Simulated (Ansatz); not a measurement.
Total energies of Ge13H20, a cluster cut from cubic germanium from Ansatz at PBE0-D4/def2-TZVP, gas phase (1 Eh = 27.2114 eV = 2625.5 kJ/mol). The reference geometry is relaxed at PBE-D4/def2-SVP.

```xyz
33

Ge   -1.759   -0.897    3.053
Ge    2.877    2.496   -1.260
Ge   -1.170    2.229    0.716
Ge    1.797   -0.465    1.306
Ge   -0.700   -3.390    0.133
Ge    0.047   -0.243   -2.256
Ge   -3.529   -0.671   -0.554
Ge    3.587    1.031    0.564
Ge   -0.084    0.732    2.317
Ge   -2.575   -2.173    1.128
Ge    1.802    1.256   -3.071
Ge   -1.842    0.958   -1.263
Ge    0.992   -1.779   -0.598
H    -2.945   -0.158    3.743
H    -1.134   -1.873    4.093
H     4.120    3.248   -1.823
H     1.889    3.564   -0.709
H    -2.450    2.820    1.381
H    -0.241    3.417    0.334
H     2.376   -1.440    2.381
H    -0.081   -4.369    1.176
H    -1.189   -4.231   -1.083
H    -0.497   -1.076   -3.460
H    -4.765    0.072    0.036
H    -4.012   -1.506   -1.778
H     4.106    1.887    1.759
H     4.774    0.156    0.061
H     0.423    1.554    3.544
H    -3.665   -3.186    1.600
H     1.219    2.249   -4.120
H     2.883    0.393   -3.789
H    -2.457    1.924   -2.323
H     2.203   -2.527   -1.240
```

```json
{"state": "charge 0 singlet", "geometry": "reference", "energy (Eh)": "-27010.00231"}
{"state": "charge 1 doublet", "geometry": "reference", "energy (Eh)": "-27009.69698"}
{"state": "charge -1 doublet", "geometry": "reference", "energy (Eh)": "-27010.00262"}
{"state": "free Ge atom (triplet)", "geometry": "–", "energy (Eh)": "-2076.65516"}
{"state": "free H atom (doublet)", "geometry": "–", "energy (Eh)": "-0.50104"}
```

Single mean-field runs in def2-TZVP are fitted with def2-universal-jkfit.

Question: Work out the vertical ionisation energy to the doublet.

Answer: E(charge 1 doublet) − E(charge 0 singlet) = -27009.69698 − (-27010.00231) = 0.30533 Eh = 8.31 eV. For comparison, −ε of the highest occupied level is 7.14 eV at this level, 1.17 eV less.

Question: Work out the vertical electron affinity, to the doublet.

Answer: E(charge 0 singlet) − E(charge -1 doublet) = -27010.00231 − (-27010.00262) = 0.00031 Eh = 0.01 eV; so near zero that its sign isn't settled. The basis lacks diffuse functions, which makes affinities too small.

Question: Give the fundamental gap IE − EA, the Mulliken electronegativity (IE + EA)/2 and the hardness (IE − EA)/2.

Answer: From the values in Eh: IE − EA = 0.30533 − 0.00031 = 0.30502 Eh = 8.30 eV; (IE + EA)/2 = 4.16 eV; (IE − EA)/2 = 4.15 eV. The HOMO–LUMO gap of the same run is 6.19 eV, 2.11 eV smaller than the fundamental gap.

Question: What is the binding energy per atom against free atoms?

Answer: Atoms: 13 × (-2076.65516) + 20 × (-0.50104) = -27006.53788 Eh. Binding: -27006.53788 − (-27010.00231) = 3.46443 Eh = 94.27 eV, or 2.86 eV for each of 33 atoms (no zero-point energy, no counterpoise term).

At PBE0-D4/def2-TZVP the highest occupied level of the charge -1 doublet lies above zero (up to 1.07 eV). Energy differences put its binding near zero (0.01 eV; vertical, to the charge 0 singlet, at PBE0-D4/def2-TZVP), which leaves it undecided.
